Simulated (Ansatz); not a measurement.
[AlCl6]3- (AlCl₆³⁻). Total charge -3; singlet. Geometry PBE-D4/def2-SVPD.

Cartesian coordinates in Å:
```
Al 0.000 0.000 0.000
Cl 0.749 0.130 2.316
Cl -0.749 -0.130 -2.316
Cl -0.693 -2.310 0.354
Cl 0.693 2.310 -0.354
Cl 2.213 -0.767 -0.673
Cl -2.213 0.767 0.673
```

A multiply charged anion in the gas phase is held together partly by the finite basis. At LDA (SPW92)/def2-TZVPD, PBE-D4/def2-SVPD, PBE-D4/def2-TZVPD, r2SCAN-D4/def2-TZVPD and others the highest occupied level of the charge -3 singlet lies above zero (up to 5.13 eV). The electron is either unbound and held by the finite basis, or the level is raised by self-interaction error.

(1) Estimate the orbital energies around the gap (eV) in Ansatz with LDA (SPW92)/def2-TZVPD, PBE-D4/def2-SVPD, PBE-D4/def2-TZVPD, r2SCAN-D4/def2-TZVPD, PBE0-D4/def2-TZVPD.

Answers

(1) 
```csv
orbital,LDA (SPW92)/def2-TZVPD,PBE-D4/def2-SVPD,PBE-D4/def2-TZVPD,r2SCAN-D4/def2-TZVPD,PBE0-D4/def2-TZVPD
HOMO−13,3.61,3.78,3.81,3.53,2.45
HOMO−12,3.61,3.78,3.81,3.53,2.45
HOMO−11,3.61,3.78,3.81,3.54,2.45
HOMO−10,3.95,4.02,4.11,3.83,2.94
HOMO−9,3.95,4.02,4.11,3.83,2.94
HOMO−8,4.48,4.61,4.64,4.39,3.37
HOMO−7,4.48,4.61,4.64,4.39,3.37
HOMO−6,4.48,4.61,4.64,4.39,3.37
HOMO−5,4.49,4.64,4.65,4.39,3.41
HOMO−4,4.49,4.64,4.65,4.39,3.41
HOMO−3,4.49,4.64,4.65,4.39,3.41
HOMO−2,4.99,5.12,5.13,4.89,3.89
HOMO−1,4.99,5.12,5.13,4.89,3.89
HOMO,4.99,5.12,5.13,4.89,3.89
LUMO,7.72,8.34,7.71,8.17,8.11
LUMO+1,8.23,9.26,8.19,8.67,8.59
LUMO+2,8.23,9.26,8.19,8.67,8.59
LUMO+3,8.23,9.26,8.19,8.67,8.59
LUMO+4,8.49,9.26,8.44,8.92,8.83
LUMO+5,8.49,9.26,8.44,8.92,8.83
```
